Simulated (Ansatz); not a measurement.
```yaml
crystal:
  periodic: [false, false, false]
  atoms:
    - {symbol: C, position_ang: [-1.468518, 0.372911, 0.359209]}
    - {symbol: B, position_ang: [0.041538, 0.341496, -0.162672]}
    - {symbol: C, position_ang: [1.190878, 0.326136, 0.947469]}
    - {symbol: N, position_ang: [0.217652, -1.019617, -1.066911]}
    - {symbol: Cl, position_ang: [0.353855, 1.672355, -1.468921]}
    - {symbol: H, position_ang: [-1.653390, 1.297234, 0.912198]}
    - {symbol: H, position_ang: [-1.686261, -0.452730, 1.049094]}
    - {symbol: H, position_ang: [-2.208426, 0.339200, -0.448316]}
    - {symbol: H, position_ang: [1.156000, 1.247629, 1.533965]}
    - {symbol: H, position_ang: [2.200712, 0.261996, 0.526972]}
    - {symbol: H, position_ang: [1.069813, -0.501436, 1.658459]}
    - {symbol: H, position_ang: [0.079632, -1.858685, -0.509984]}
    - {symbol: H, position_ang: [1.148863, -1.042067, -1.473412]}
    - {symbol: H, position_ang: [-0.455347, -1.013823, -1.828449]}
basis:
  gaussian: {orbitals: "6-31G*", point_charges: [{charge: 0.50, position_ang: [5.654, 0.169, -0.020]}]}
magnetization: {spin_polarized: true, initial_magnetization: 1}
hamiltonian: {xc: {name: B97}}
output: {forces: true}
```

```sh
$ ansatz run in.yaml --threads 4 --pin off --events-out ev --progress --plain --max-ram 10444MiB
```

It prints (some lines left out):

```
Error: a molecule whose nuclei and cores have a total charge of 50 cannot have a net charge of 0 together with 1 unpaired electrons
```

In this input the number of unpaired electrons doesn't fit the electron count. The input was rejected before any iteration.
